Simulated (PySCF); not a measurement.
A structure optimised at PBE-D3(BJ)/def2-TZVP, used in a PySCF frequency run:

```xyz
3

Be     0.0000     0.0000     0.0000
F      0.0000     0.0000    -1.3906
F      0.0000     0.0000     1.3906
```
Charge 0, spin multiplicity 1.

### Question
Write its SMILES, formula and point group.

### Answer
[F][Be][F], BeF2, D∞h

### Question
What are its rotational constants (standard atomic weights)?

### Answer
6.8785 GHz (linear rotor, B only)
